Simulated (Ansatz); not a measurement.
Relaxation of AsF4H3Si (9 atoms, charge 0, multiplicity 1), to a largest force component of 0.03 eV/Å in at most 50 steps.

Level of theory: RKS PBE-D4/def2-SVP in Ansatz 0.2.0.

```xyz
9
Properties=species:S:1:pos:R:3:forces:R:3
Si -1.257 -0.978 0.462 0.86 -0.36 0.54
F 0.189 -1.325 1.159 -1.10 0.10 -0.35
F -1.235 -1.427 -1.073 0.01 0.00 0.00
F -2.402 -1.786 1.240 0.02 0.01 -0.01
F -1.553 0.593 0.583 0.01 0.01 0.01
H 1.268 0.104 -0.096 0.15 -0.22 0.18
As 1.121 1.259 -1.066 0.04 0.42 -0.35
H 1.227 2.265 0.091 0.01 0.03 0.00
H 2.642 1.295 -1.299 0.00 0.00 0.00
```

Question: Where does it end, and by what steps?

Answer: The run converged. The force dipped under the threshold on the way, but the program's further checks kept it going. After 9 steps the energy has fallen by 0.091 eV; F2 moved furthest, 0.43 Å.

```csv
step,energy less start (eV),largest force component (eV/Å),accepted
0,0.0000,1.101,yes
1,-0.0701,0.694,yes
2,-0.0857,0.231,yes
3,-0.0876,0.086,yes
4,-0.0890,0.052,yes
5,-0.0900,0.026,yes
6,-0.0902,0.063,yes
7,-0.0907,0.031,yes
8,-0.0909,0.016,yes
9,-0.0910,0.019,yes
```

```xyz
9
Properties=species:S:1:pos:R:3
Si -1.335 -1.093 0.539
F -0.048 -1.635 1.329
F -1.212 -1.468 -1.014
F -2.654 -1.767 1.152
F -1.431 0.501 0.707
H 1.512 0.229 -0.097
As 1.195 1.331 -1.126
H 1.280 2.416 -0.038
H 2.692 1.486 -1.452
```

The run took 20 s on 4 threads of Arm Neoverse N1 (shared host), peak memory 0.17 GiB.
